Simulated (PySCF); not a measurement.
SMILES F[Si](F)(S)S (H2F2S2Si) at its CAM-B3LYP/def2-SVP optimised geometry (Å):

```
7

F     -1.2633    -1.4836     1.2811
Si    -0.6427    -0.7423     0.0000
F     -1.0452    -1.6209    -1.2812
S     -1.5500     1.1641     0.0000
S      1.4686    -0.7423     0.0000
H     -0.7801     1.6209    -1.0103
H      1.5500     0.1570     1.0033
```

Method: CAM-B3LYP/def2-TZVP (PySCF). Cells within 0.4 Å of a nucleus heavier than hydrogen are left out (blank, or x).

Map of the HOMO amplitude (bohr^(-3/2)) on the plane z = 0.0 Å; orbital energy -9.47 eV, overall sign arbitrary:

```
|44444444444444444444444444444|
|44444444445555544444444444444|
|44444444455555555444444444444|
|44444444455555555544444444444|
|44444444455555555544444444444|
|44444444455555555544444444444|
|44444444456665555544444444444|
|44443333467766555544444444444|
|44433222468876655444444444444|
|44432101xx9987655444444444444|
|44432100xx8987654444444444444|
|44432100xx8986554433334444444|
|44433211257776543322333444444|
|44443322346665443211223444444|
|44443333345655432100123444444|
|44444444445554332000134444444|
|44444444444xxx3322xxx55555554|
|44444444444xxx4444xxx76655555|
|44444444444455455677997655555|
|44444444444555556789987655555|
|44444444444555556778877655555|
|44444444444455556667766655555|
|44444444444455555566665555555|
|44444444444455555555555555555|
|44444444444455555555555555554|
|44444444444445555555555555544|
|44444444444445555555555555444|
|44444444444444455555555554444|
|44444444444444444455554444444|
```
Scale: ten equal steps from -0.142 (start of '0') to 0.145 (end of '9'), in the order '0123456789'; x runs from -4.00 to 4.00, y from -4.00 (bottom) to 4.00 (top).
